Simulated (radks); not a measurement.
Dynamic dipole polarisability and lines of the germanium ion Ge3+, [Ar] 3d10 4s1. Calculated with a radial shooting solver on a logarithmic mesh with Libxc functionals: scalar-relativistic Kohn-Sham, LB94 model potential, spin-polarised, spherical densities, finite nucleus; open shells are filled with parallel spins first; Fermi nuclear charge, rms radius of each element as measured or else 0.836 A^(1/3) + 0.57 fm. Time-dependent linear response with the Hartree and adiabatic LDA kernel, continuum included through the Sternheimer equations, no spin-orbit coupling, so fine structure and intercombination lines are absent. Lines are the poles of the dipole polarisability below minus the highest occupied eigenvalue, found on a grid refined at the orbital gaps; the lowest seven at most are given, and weak or close lines can be missed. The first line takes the name of the lowest orbital gap if no other gap lies below it; otherwise a line is named after a gap within 0.6 % of it, if that gap stands alone.

photon energy (eV),alpha (bohr^3)
0,5.144
2.403,5.327
5.607,6.377
8.811,10.47
12.015,-106.2
15.218,-5.222
18.422,-1.797
21.626,-0.5862
24.830,0.09138
28.034,0.6633
31.238,0.7378
34.442,2.648
37.646,-9.292
40.850,-0.8652
44.053,-0.1947

Lines (eV, oscillator strength): 11.787 (105.2 nm, 4s-4p), f = 0.785; 30.437 (40.73 nm, unassigned), f = 0.0250; 35.374 (35.05 nm, unassigned), f = 0.0459; 37.112 (33.41 nm, unassigned), f = 0.509; 43.611 (28.43 nm, 4s-8p), f = 0.00302. Higher lines, where found, are left out when the end of the mesh affects them. Those listed give 88 % of the static polarisability (sum of f/w^2). Orbital energy gaps for comparison: 4s-4p 11.010 eV; 4s-5p 30.683 eV; 3d-4p down 35.609 eV; 3d-4p 36.371 eV; 4s-6p 38.025 eV. At laser wavelengths: 1550 nm 5.163, 1064 nm 5.185, 780 nm 5.222, 532 nm 5.316, 355 nm 5.550, 266 nm 5.926, 193 nm 6.925 bohr^3.
